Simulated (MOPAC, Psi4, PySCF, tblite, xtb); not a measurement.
Dimer C2H6 ··· O2S (SMILES CC and O=S=O) at R = 3.34 Å between the centres of mass, closest contact 2.48 Å (lowest of the rigid-body minima from ten starts at GFN2-xTB). Geometry in Å and degrees:

```
C
H 1 1.0918
H 1 1.0918 2 107.56
H 1 1.0918 2 107.56 3 115.60
C 1 1.5263 2 111.32 3 -122.20
H 5 1.0918 1 111.32 2 -180.00
H 5 1.0918 6 107.56 1 -122.20
H 5 1.0918 6 107.56 7 -115.60
S 4 2.4793 1 126.01 2 114.86
O 9 1.4386 4 99.58 1 -84.95
O 9 1.4386 10 118.87 7 151.19
```

- GFN2-xTB (tblite)
- SAPT0/jun-cc-pVDZ, frozen core (Psi4)
- PBE/def2-TZVP, counterpoise-corrected (Psi4)
- PBE-D3(BJ)/def2-TZVP, counterpoise-corrected (Psi4)
- HF/aug-cc-pVDZ, counterpoise-corrected (Psi4)
- MP2/aug-cc-pVDZ = DF-MP2/aug-cc-pVDZ, frozen core, counterpoise-corrected (Psi4)
- SCS-MP2/aug-cc-pVDZ = DF-SCS-MP2/aug-cc-pVDZ, frozen core, counterpoise-corrected run with Psi4 1.11
- AM1, restricted, heats of formation (MOPAC)
- PM3, restricted, heats of formation (MOPAC)
- GFN1-xTB (xtb)
- RKS-B3LYP/6-31G* = restricted B3LYP/6-31G*, spherical d, no counterpoise correction in PySCF
- RHF/3-21G = PySCF 2.14.0 with restricted Hartree-Fock/3-21G, no counterpoise correction
- RHF/LANL2DZ = restricted Hartree-Fock/LANL2DZ, with its core potentials past Ne, no counterpoise correction (PySCF)
- RHF/6-31G* = restricted Hartree-Fock/6-31G*, spherical d, no counterpoise correction run with PySCF

**Question.** What interaction energy does each level give?

**Answer.** 
```tsv
method	E_int / kJ/mol
GFN2-xTB	-14.88
GFN1-xTB	-10.08
PBE-D3(BJ)/def2-TZVP	0.40
AM1	1.37
MP2/aug-cc-pVDZ	6.48
SAPT0/jun-cc-pVDZ	6.65
RHF/3-21G	7.94
PBE/def2-TZVP	8.02
RKS-B3LYP/6-31G*	9.76
SCS-MP2/aug-cc-pVDZ	10.41
RHF/LANL2DZ	12.45
PM3	16.07
RHF/6-31G*	17.35
HF/aug-cc-pVDZ	20.61
```
